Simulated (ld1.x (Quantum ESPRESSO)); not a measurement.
## Debugging a pseudopotential input (La, ld1.x (Quantum ESPRESSO) 7.5)

Command:

```bash
ld1.x < La.in > La.out
```

Input:

```
&input
   title='La', zed=57., rel=1, dft='PBE', iswitch=3,
   config='[Ar] 4f0 5d0 6s0 6p0',
   nld=4, rlderiv=3.15, eminld=-11.0, emaxld=5.0, deld=0.04
 /
 &inputp
   pseudotype=3, lpaw=.true., tm=.true., lloc=-1, rcloc=0.95,
   nlcc=.false.,
   which_augfun='BESSEL', rmatch_augfun=0.80,
   file_pseudopw='La.UPF', file_wfcaegen='ae.wfc', file_wfcncgen='nc.wfc', file_beta='beta', file_chi='chi', file_wfcusgen='us.wfc'
 /
8
5S  1  0   2.00   0.00  2.35  2.65  0.0
6S  2  0   0.00   0.00  2.35  2.65  0.0
5P  2  1   6.00   0.00  2.20  2.90  0.0
6P  3  1   0.00   0.00  2.20  2.90  0.0
4D  3  2  10.00   0.00  1.00  1.40  0.0
5D  4  2   0.00   0.00  1.00  1.40  0.0
4F  4  3   0.00   0.00  0.90  1.00  0.0
4F  4  3   0.00   0.55  0.90  1.00  0.0
 &test
   configts(1)='4d10 4f0 5s2 5p6 5d0 6s0 6p0'
 /
```

Output:

```
Program LD1 v.7.5

 %%%%%%%%%%%%%%%%%%%%%%%%%%%%%%%%%%%%%%%%%%%%%%%%%%%%%%%%%%%%%%%%%%%%%%%%%%%%%%
     Error in routine ld1_setup (1):
     all electron wfc corresponding to pseudo-state 4D not found
 %%%%%%%%%%%%%%%%%%%%%%%%%%%%%%%%%%%%%%%%%%%%%%%%%%%%%%%%%%%%%%%%%%%%%%%%%%%%%%

     stopping ...
```

Question: This input was made by a single change from one that runs to its end. What was changed?

Answer: The change: core typed as [Ar] in place of [Xe]. The program refuses the input: "ld1_setup: all electron wfc corresponding to pseudo-state 4D not found".
